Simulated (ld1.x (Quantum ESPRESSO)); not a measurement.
# u(r) = r·R(r): atom against pseudo-atom (zinc (Zn))

Columns: radius, all-electron u(r) and pseudo u(r) of the 4s shell (level -5.98 eV) of zinc in the configuration [Ar] 3d10 4s2 4p0; PBE, scalar-relativistic, RRKJ scheme, ld1.x (Quantum ESPRESSO) 7.5.

| r (bohr) | all-electron | pseudo |
| --- | --- | --- |
| 0.125 | -0.1518 | -0.0499 |
| 0.250 | -0.0405 | -0.0940 |
| 0.375 | 0.1905 | -0.1281 |
| 0.500 | 0.2771 | -0.1510 |
| 0.625 | 0.2291 | -0.1665 |
| 0.750 | 0.1096 | -0.1823 |
| 0.875 | -0.0334 | -0.2077 |
| 1.000 | -0.1730 | -0.2517 |
| 1.125 | -0.2969 | -0.3189 |
| 1.250 | -0.4006 | -0.4028 |
| 1.375 | -0.4836 | -0.4836 |
| 1.500 | -0.5476 | -0.5476 |
| 1.625 | -0.5946 | -0.5946 |
| 1.750 | -0.6271 | -0.6271 |
| 1.875 | -0.6474 | -0.6474 |
| 2.000 | -0.6575 | -0.6575 |
| 2.125 | -0.6593 | -0.6593 |
| 2.250 | -0.6542 | -0.6542 |
| 2.375 | -0.6437 | -0.6437 |
| 2.500 | -0.6288 | -0.6288 |
| 2.625 | -0.6106 | -0.6106 |
| 2.750 | -0.5898 | -0.5898 |
| 2.875 | -0.5672 | -0.5672 |
| 3.000 | -0.5434 | -0.5434 |
| 3.125 | -0.5188 | -0.5188 |
| 3.250 | -0.4938 | -0.4938 |

(1) How many radial nodes do the two functions have?

(2) At about which radius was the pseudo-wave matched?

(3) Is the pseudo-wave norm-conserving?

Answers

(1) The all-electron 4s function has n − l − 1 = 3 (the table is too coarse to show those close to the nucleus); the pseudo-wave has 0, since the states of the same l below it are removed with the core.

(2) 1.40 bohr, where the columns begin to agree (steps of 0.12 bohr).

(3) Yes: the RRKJ scheme keeps the norm inside the radius equal to the all-electron one, which fixes the energy derivative of the logarithmic derivative at the level.
